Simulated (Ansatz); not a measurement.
Two isomers of C2H6BN: A = `C=NBC`, B = `[BH3-][N+]#CC`.

Gas-phase electronic energies from Ansatz, PBE0-D4/def2-TZVP geometries. CCSD(T)/CBS adds triple-zeta CCSD(T) − MP2 to the extrapolated MP2 energy (def2 sets, frozen cores). This one scheme is used for every species. DFT in def2-TZVPP. B3LYP here is the variant with VWN-RPA as its local correlation; programs differ in this. Each species was taken in one conformer, which may not be the lowest.

A:

```xyz
10

C    -0.332    2.067   -0.005
N    -0.032    0.899    0.285
B     0.297   -0.381    0.604
C     0.094   -1.573   -0.402
H    -1.330    2.470    0.198
H     0.388    2.744   -0.475
H     0.755   -0.550    1.702
H     1.051   -2.071   -0.589
H    -0.332   -1.273   -1.361
H    -0.558   -2.332    0.044
```

B:

```xyz
10

B     1.227   -0.335    1.649
N     0.323   -0.088    0.432
C    -0.350    0.096   -0.473
C    -1.201    0.328   -1.614
H     1.858   -1.336    1.391
H     1.924    0.650    1.747
H     0.478   -0.479    2.590
H    -2.232    0.071   -1.366
H    -1.155    1.380   -1.903
H    -0.872   -0.287   -2.454
```

Task: Which isomer does CCSD(T)/CBS put lower? Give the gap. (Best estimate.)

Result: Ansatz gave: A, by 22.3 kcal/mol.

Task: Give E(B) − E(A) in kcal/mol with BLYP-D4, B2PLYP, ωB97M-V, r2SCAN-D4, B3LYP, PBE0-D4, LDA (SPW92). (An estimate is asked.)

Result: The calculation gave: BLYP-D4 21.7, B2PLYP 21.1, ωB97M-V 23.2, r2SCAN-D4 22.5, B3LYP 22.8, PBE0-D4 23.4, LDA (SPW92) 22.1. None reverses the order clearly.

Task: Does the order hold for the free energy at 298.15 K (harmonic terms from PBE0-D4)? (Estimate.)

Result: Ansatz gave: Yes: G(B) − G(A) = +20.4 kcal/mol, for one conformer each. Modes under 60 cm⁻¹, often nearly free rotors, make the harmonic entropy too high.

Largest T1 diagnostic: 0.014.

In def2-TZVPP, CCSD(T) changes the Hartree–Fock value by −3.3 kcal/mol (the triples alone add −0.6 kcal/mol) and MP2 by −6.2 kcal/mol. From BLYP to BHLYP (50 % exact exchange), in def2-TZVPP and without D4, E(B) − E(A) moves by +3.1 kcal/mol.
